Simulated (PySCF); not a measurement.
## Calculated data, BGeH5O, BClGeH3O

Computed with PySCF 2.14.0. Calculation on a computer-drawn molecule: the log of a Hartree-Fock and frozen-core CCSD(T) single point meant for a local Hartree-Fock minimum, with one planted fault or none, to be diagnosed. Offsets are logged minus clean, where the clean run is the same molecule without the fault. The reference is restricted for singlets and unrestricted otherwise, and also for a bond in bohr or an excited solution. Adding or removing an electron swaps singlet and doublet. The excited solution moves the top pair (singlet) or top alpha electron (doublet) to the lowest empty orbital. Highest occupied and lowest empty are orbital energies over both spins, largest force is the largest gradient component, triples share is (T) over the correlation energy, the T1 limit is 0.02 restricted and 0.045 unrestricted, electrons count all cores, a negative frequency is imaginary (commonest isotopes), and the dipole is about the centre of nuclear charge; on germanium a core potential holds 10 electrons, which the energies leave out, and 3d is frozen in MP2 and coupled-cluster steps.

Common to all runs: meant multiplicity 1; meant basis and core potential on germanium cc-pVDZ-PP ECP10MDF; logged SCF converged yes; logged CC converged yes; logged SCF stable within its kind yes; possible faults no fault, one electron removed, one electron added, multiplicity raised by two, geometry at a saddle point, SCF held on an excited solution, minimal basis STO-3G, one bond length entered in bohr, all coordinates scaled.

```yaml
- entry: 1
  formula: BGeH5O
  logged_structure:
    atoms_angstrom:
      - [O, -1.8502, -2.0408, 0.6156]
      - [B, -0.6093, -1.7813, 1.0661]
      - [Ge, 0.6317, -0.3028, 0.2346]
      - [H, -2.1338, -1.5082, -0.1122]
      - [H, -0.2352, -2.451, 1.9901]
      - [H, 0.9945, 0.7653, 1.2765]
      - [H, 1.9456, -0.9067, -0.282]
      - [H, -0.0486, 0.4137, -0.9488]
  given:
    meant_charge: 0
    meant_basis: cc-pVDZ
    logged_electrons: 50
    logged_basis_functions: 76
    logged_spin_squared: 0.0
    "logged_highest_occupied [eV]": -10.591
    "logged_lowest_empty [eV]": 2.6665
    "logged_largest_force [hartree/bohr]": 4.6115e-05
    "logged_lowest_frequency [cm^-1]": 87.786
    logged_T1_diagnostic: 0.01519
    logged_D1_diagnostic: 0.052457
    logged_triples_share: 0.024036
    "logged_dipole_magnitude [debye]": 1.1003
    "logged_energy_HF [hartree]": -395.86568
    "logged_energy_CCSD(T) [hartree]": -396.29074
    drawn_bonds_atom: [1, 2, 1, 2, 3, 3, 3]
    drawn_bonds_other_atom: [2, 3, 4, 5, 6, 7, 8]
    drawn_bonds_order: [1, 1, 1, 1, 1, 1, 1]
  results:
    planted_fault: "no fault"
    "HF_energy_offset_from_clean_run [kcal/mol]": 0.0
    "CCSD(T)_energy_offset_from_clean_run [kcal/mol]": 0.0
- entry: 2
  formula: BClGeH3O
  logged_structure:
    atoms_angstrom:
      - [O, -1.5041, 0.9391, -1.0963]
      - [B, -2.2165, 1.0528, 0.0016]
      - [Cl, -2.2259, 2.3369, 1.1671]
      - [Ge, -3.5182, -0.5693, 0.3654]
      - [H, -0.3571, 2.2674, -1.5074]
      - [H, -4.9534, -0.6122, -0.1274]
      - [H, -3.124, -1.7862, 1.1827]
  given:
    meant_charge: 1
    meant_basis: "cc-pV(D+d)Z"
    logged_electrons: 64
    logged_basis_functions: 89
    logged_spin_squared: 0.7654
    "logged_highest_occupied [eV]": -16.868
    "logged_lowest_empty [eV]": -6.1616
    "logged_largest_force [hartree/bohr]": 0.014659
    logged_T1_diagnostic: 0.066676
    logged_D1_diagnostic: 0.36691
    logged_triples_share: 0.036342
    "logged_dipole_magnitude [debye]": 3.6119
    "logged_energy_HF [hartree]": -853.85086
    "logged_energy_CCSD(T) [hartree]": -854.38144
    drawn_bonds_atom: [1, 2, 2, 1, 4, 4]
    drawn_bonds_other_atom: [2, 3, 4, 5, 6, 7]
    drawn_bonds_order: [1, 1, 1, 1, 1, 1]
  results:
    planted_fault: "one bond length entered in bohr, row 4 of the drawn bonds"
    "HF_energy_offset_from_clean_run [kcal/mol]": 89.2
    "CCSD(T)_energy_offset_from_clean_run [kcal/mol]": 88.53
  notes: ["T1 above single-reference limit"]
- entry: 3
  formula: BClGeH3O
  logged_structure:
    atoms_angstrom:
      - [O, -1.5041, 0.9391, -1.0963]
      - [B, -2.2165, 1.0528, 0.0016]
      - [Cl, -2.2259, 2.3369, 1.1671]
      - [Ge, -3.5182, -0.5693, 0.3654]
      - [H, -0.8971, 1.642, -1.3138]
      - [H, -4.9534, -0.6122, -0.1274]
      - [H, -3.124, -1.7862, 1.1827]
  given:
    meant_charge: 1
    meant_basis: "cc-pV(D+d)Z"
    logged_electrons: 64
    logged_basis_functions: 89
    logged_spin_squared: 0.0
    "logged_highest_occupied [eV]": -16.811
    "logged_lowest_empty [eV]": -5.6992
    "logged_largest_force [hartree/bohr]": 1.3048e-05
    "logged_lowest_frequency [cm^-1]": 96.946
    logged_T1_diagnostic: 0.015245
    logged_D1_diagnostic: 0.054188
    logged_triples_share: 0.027013
    "logged_dipole_magnitude [debye]": 2.6889
    "logged_energy_HF [hartree]": -853.99302
    "logged_energy_CCSD(T) [hartree]": -854.52253
    drawn_bonds_atom: [1, 2, 2, 1, 4, 4]
    drawn_bonds_other_atom: [2, 3, 4, 5, 6, 7]
    drawn_bonds_order: [1, 1, 1, 1, 1, 1]
  results:
    planted_fault: "no fault"
    "HF_energy_offset_from_clean_run [kcal/mol]": 0.0
    "CCSD(T)_energy_offset_from_clean_run [kcal/mol]": 0.0
- entry: 4
  formula: BClGeH3O
  logged_structure:
    atoms_angstrom:
      - [O, -1.3943, 0.8705, -1.0163]
      - [B, -2.0547, 0.9759, 0.0015]
      - [Cl, -2.0634, 2.1663, 1.0819]
      - [Ge, -3.2614, -0.5278, 0.3387]
      - [H, -0.8316, 1.5221, -1.2179]
      - [H, -4.5918, -0.5675, -0.1181]
      - [H, -2.896, -1.6558, 1.0964]
  given:
    meant_charge: 1
    meant_basis: "cc-pV(D+d)Z"
    logged_electrons: 64
    logged_basis_functions: 89
    logged_spin_squared: 0.0
    "logged_highest_occupied [eV]": -16.876
    "logged_lowest_empty [eV]": -5.5476
    "logged_largest_force [hartree/bohr]": 0.10027
    logged_T1_diagnostic: 0.013432
    logged_D1_diagnostic: 0.043516
    logged_triples_share: 0.025186
    "logged_dipole_magnitude [debye]": 2.1781
    "logged_energy_HF [hartree]": -853.94517
    "logged_energy_CCSD(T) [hartree]": -854.46595
    drawn_bonds_atom: [1, 2, 2, 1, 4, 4]
    drawn_bonds_other_atom: [2, 3, 4, 5, 6, 7]
    drawn_bonds_order: [1, 1, 1, 1, 1, 1]
  results:
    planted_fault: "all coordinates scaled, by -7.3 %"
    "HF_energy_offset_from_clean_run [kcal/mol]": 30.02
    "CCSD(T)_energy_offset_from_clean_run [kcal/mol]": 35.5
```
